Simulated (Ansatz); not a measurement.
C₂H₉BN₂ (SMILES CNBNC), singlet, geometry from GFN2-xTB; Ansatz (a program for electronic structure) with PBE/pcseg-1.

Input for Ansatz:
Ansatz 0.2 input:
```yaml
crystal:
  periodic: [false, false, false]
  atoms:
    - {symbol: B, position_ang: [-0.52719783, 0.13477937, 0.57116039]}
    - {symbol: H, position_ang: [-1.12365857, 0.10290900, 1.58183387]}
    - {symbol: N, position_ang: [0.60743638, -0.67334047, 0.42340430]}
    - {symbol: C, position_ang: [1.14488428, -1.58941230, 1.39603102]}
    - {symbol: H, position_ang: [1.14507280, -0.66301004, -0.42954275]}
    - {symbol: H, position_ang: [2.17327270, -1.32453469, 1.66785641]}
    - {symbol: H, position_ang: [1.14871486, -2.61816536, 1.01709984]}
    - {symbol: H, position_ang: [0.53194752, -1.55608168, 2.29401745]}
    - {symbol: N, position_ang: [-0.98992704, 0.98667538, -0.44635893]}
    - {symbol: C, position_ang: [-0.45254011, 1.22035462, -1.76407170]}
    - {symbol: H, position_ang: [-1.79269614, 1.56511484, -0.25799650]}
    - {symbol: H, position_ang: [-0.02824371, 2.22818166, -1.85305565]}
    - {symbol: H, position_ang: [-1.22937168, 1.11194943, -2.52843422]}
    - {symbol: H, position_ang: [0.33432115, 0.50074153, -1.97865400]}
basis:
  gaussian:
    orbitals: pcseg-1.json
hamiltonian:
  xc: pbe
```
The basis file holds pcseg-1 in the JSON format of the Basis Set Exchange.

The log (banner, timings and long lists left out):

```
Functional definition: PBE
1334 factors; their error is unknown
mean field evaluation 1: about -5853.2330 eV, gradient 8.5e1 eV
mean field evaluation 2: about -5823.6488 eV, gradient 1.4e2 eV
mean field evaluation 4: about -5869.7479 eV, gradient 8.3e0 eV
mean field evaluation 8: about -5869.8933 eV, gradient 2.4e-1 eV
mean field evaluation 16: about -5869.8170 eV, gradient 5.9e-4 eV
mean field -5869.81698727 eV, -215.7117955773 hartree, gradient 6.4e-5 eV, S^2 0.000000; 0 other end points of the search recorded, 0 dependent functions left out
reference -5869.81702712 eV, -215.7117970417 hartree; 20, 20 occupied and 95, 95 virtual orbitals, 1334 factors
Total energy: -5869.81702712 eV, -215.7117970417 hartree
```
